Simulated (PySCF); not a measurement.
CH₂InNO, SMILES O=C=[N][InH2]. Heavy atoms are numbered as in [InH2:1][N:4]=[C:5]=[O:6]. Hydrogens are named by the atom that carries them.

Geometry: B3LYP-D3(BJ)/def2-SVP. The def2 effective core potentials stand for the cores of In; spin–orbit coupling is left out.

Computed with PySCF with PBE/def2-TZVPD.

Mulliken values depend strongly on the basis, most of all with diffuse functions as here. ESP charges are fitted to the potential on shells at 1.4 to 2.0 van der Waals radii. Atomic charges (e), one atom of each kind:

| atom | Mulliken | ESP fit |
|---|---|---|
| In1 (InH2) | 0.37 | 0.74 |
| H on In1 | -0.05 | -0.17 |
| N4 | -0.34 | ? |
| C5 | 0.41 | ? |
| O6 | -0.33 | ? |

### Question
Some entries are withheld; supply them. (Estimate from the structure and the level; the computed values follow.)

### Answer

- N4, ESP fit: -0.51
- C5, ESP fit: 0.47
- O6, ESP fit: -0.36
